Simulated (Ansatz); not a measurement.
Mulliken charges of C$_{2}$H$_{5}$BrOSi, SMILES `[SiH3]O/C=C\Br` from ωB97M-V/def2-TZVPP in Ansatz (PBE0-D4/def2-TZVP geometry).

| atom | x (Å) | y (Å) | z (Å) | charge (e) |
| --- | --- | --- | --- | --- |
| Si1 | -1.042 | -1.001 | 1.120 | 0.307 |
| O2 | -0.450 | -0.273 | -0.247 | -0.328 |
| C3 | 0.503 | 0.672 | -0.280 | 0.068 |
| C4 | 1.178 | 1.004 | -1.371 | -0.180 |
| Br5 | 0.920 | 0.173 | -3.026 | -0.026 |
| H6 | -0.101 | -2.044 | 1.600 | -0.026 |
| H7 | -1.216 | 0.025 | 2.182 | -0.029 |
| H8 | -2.336 | -1.600 | 0.732 | -0.014 |
| H9 | 0.707 | 1.204 | 0.649 | 0.106 |
| H10 | 1.919 | 1.788 | -1.357 | 0.121 |

Q: By hand: the dipole of these point charges (1 e Å = 4.8032 D).

A: Σ q r = (0.004, 0.062, 0.521) e Å, of length 0.525 e Å = 2.52 D.

Q: How does the dipole of the full density compare? (Best estimate.)

A: The calculation gave: (-0.010, 0.088, 0.499) e Å, 2.43 D; the point charges give 1.04 times that, at 4° from its direction.

Point charges leave out the atoms' own dipoles, such as those of lone pairs, and Mulliken's split depends on the basis, so the close match here is no proof of good charges.
